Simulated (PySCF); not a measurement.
Gas-phase reaction: 4 GeCl₃ + O₂ ⇌ 3 GeCl₄ + GeO₂

Energies from PySCF, thermal terms from the rigid-rotor harmonic-oscillator model, ideal gas at 1 bar. † marks an energy on the PBE0/def2-TZVP geometry and frequencies; other levels use their own. 6-31G* has spherical d functions here. Open shells (unrestricted): GeCl₃ (multiplicity 2), O₂ (multiplicity 3); the rest are closed-shell singlets. B3LYP is the form with VWN-RPA correlation. Ge: all electrons, no relativistic terms. GeCl₃, GeO₂: computed as isolated molecules; such fragments, hydroxides, amides, oligomers or adducts are transient or little studied in the gas.

M06-2X/def2-TZVP† gives ΔH°(298 K) = -552 kJ.

**Question.** What do B3LYP/def2-TZVP†, ωB97M-V/def2-TZVP†, B3LYP/6-31G* give?

**Answer.** B3LYP/def2-TZVP†: -496 kJ; ωB97M-V/def2-TZVP†: -569 kJ; B3LYP/6-31G*: -433 kJ. For scale, ΔH°(298 K) is -552 kJ at this level, -569 kJ at ωB97M-V/def2-TZVP†, and runs from -718 to -289 kJ over the 19 levels computed.
